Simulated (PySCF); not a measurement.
Cl2H2O2Ti, multiplicity 1. Atoms are numbered in the order given.

```xyz
7

Ti    -0.3081     0.0000     0.0000
Cl     0.9334     1.8108     0.0000
Cl     0.9451    -1.8027     0.0000
O     -1.3053    -0.0053     1.4178
H     -2.1366    -0.0275     1.9002
O     -1.3053    -0.0053    -1.4178
H     -2.1366    -0.0275    -1.9002
```

The structure is a stationary point at ωB97X-D3(BJ)/def2-SVP. The geometry has at least one imaginary mode, so it is a saddle point at that level. The spin state was assumed, not searched. The structure was generated by enumeration; whether it is a known compound was not checked. Other conformers were not sampled.

These are TDDFT-PBE/def2-SVPD in PySCF 2.14.0 values and carry that method's errors.

Vertical excitations.  State labels are in the subgroup Cs.

```tsv
state	symmetry	energy (eV)	λ (nm)	f	main pairs
S1	A"	4.24	292	0.000	HOMO−1→LUMO 100 %
S2	A"	4.28	290	0.000	HOMO→LUMO+1 88 %
S3	A'	4.32	287	0.013	HOMO→LUMO 76 %, HOMO−2→LUMO+1 19 %
S4	A"	4.43	280	0.003	HOMO−2→LUMO 87 %
S5	A'	4.53	274	0.010	HOMO−1→LUMO+1 87 %
S6	A'	4.65	267	0.015	HOMO−2→LUMO+1 63 %, HOMO→LUMO+2 27 %
S7	A"	4.88	254	0.000	HOMO−1→LUMO+2 97 %
S8	A'	4.90	253	0.033	HOMO→LUMO+2 65 %, HOMO−2→LUMO+1 13 %, HOMO→LUMO 10 %
S9	A'	4.96	250	0.000	HOMO→LUMO+3 65 %, HOMO−3→LUMO 33 %
S10	A"	5.00	248	0.000	HOMO−2→LUMO+2 58 %, HOMO−1→LUMO+3 38 %
T1	A'	3.97	312	0	HOMO→LUMO 98 %
T2	A"	4.14	299	0	HOMO−1→LUMO 99 %
T3	A"	4.18	297	0	HOMO→LUMO+1 85 %, HOMO−2→LUMO 15 %
T4	A'	4.21	294	0	HOMO−1→LUMO+1 98 %
```
Triplets are in the Tamm–Dancoff approximation, which puts them higher than full response would, so one can lie above its singlet here.
